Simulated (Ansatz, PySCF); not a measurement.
System: C2H5F, charge 0, singlet. C2H5F (fluoroethane, SMILES FCC).
B3LYP-D3(BJ)/def2-TZVP minimum from Ansatz (a first-principles code):
```
C
H 1 1.0925
H 1 1.0925 2 108.98
F 1 1.3997 2 107.10 3 115.53
C 1 1.5091 2 111.77 3 -124.03
H 5 1.0906 1 110.73 2 -179.09
H 5 1.0906 6 108.68 1 -121.83
H 5 1.0925 6 108.40 7 -117.63
```

Total energies in hartree (Ansatz). UHF or UKS for unpaired electrons; spin-orbit terms are left out. Cores are frozen in correlated methods. No relativity. Where a partner has so few electrons that a lower coupled-cluster level is exact, that level stands in.

| species | HF/cc-pVTZ | CCSD(T)/cc-pVTZ | HF/cc-pVQZ | CCSD(T)/cc-pVQZ | CCSD(T)/cc-pVDZ | CCSDT(Q)/cc-pVDZ |
|---|---|---|---|---|---|---|
| 1: C2H5F (fluoroethane, SMILES CCF) | -178.14915 | -178.80375 | -178.16297 | -178.86058 | -178.61137 | -178.61290 |
| 2: C (triplet) | -37.69157 | -37.78076 | -37.69331 | -37.78654 | -37.76038 | -37.76071 |
| 3: F (doublet) | -99.40552 | -99.62036 | -99.41377 | -99.65026 | -99.52757 | -99.52776 |
| 4: H (doublet) | -0.49981 | -0.49981 | -0.49995 | -0.49995 | -0.49928 | -0.49928 |

Task: Work out the enthalpy of formation at 298 K (by atomisation, with ideal-gas terms from PySCF's Hessian at B3LYP-D3(BJ)/def2-TZVP and the atoms' measured values of the G2/97 table; no spin-orbit terms) in kcal/mol: take Hartree-Fock from cc-pVQZ, extrapolate the CCSD(T) correlation energy as X^-3 (X = 3, 4), and add CCSDT(Q) - CCSD(T) in cc-pVDZ. The further terms named in the bracket sum to +1.04461 hartree. 1 hartree = 627.51 kcal/mol.

Result: 
Species 1: correlation (64·(-0.69761) - 27·(-0.65460))/37 = -0.72900; step -0.00153; E1 = -178.16297 + (-0.72900) + (-0.00153) = -178.89350
Species 2: correlation (64·(-0.09323) - 27·(-0.08919))/37 = -0.09618; step -0.00033; E2 = -37.69331 + (-0.09618) + (-0.00033) = -37.78982
Species 3: correlation (64·(-0.23649) - 27·(-0.21484))/37 = -0.25229; step -0.00019; E3 = -99.41377 + (-0.25229) + (-0.00019) = -99.66625
Species 4: correlation (64·(0.00000) - 27·(0.00000))/37 = 0.00000; step +0.00000; E4 = -0.49995 + (0.00000) + (+0.00000) = -0.49995
+1·E1 -2·E2 -1·E3 -5·E4 +1.04461 = -0.10325 hartree = -64.8 kcal/mol. Measured: -65.1 kcal/mol, -272.5 kJ/mol (Active Thermochemical Tables 1.112 (ions: stationary electron), as tabulated in the package chemicals); atomic spin-orbit terms, which the calculations lack, would raise the computed values. The composite differs from it by +0.3 kcal/mol; core, relativistic and spin-orbit terms are not in it.
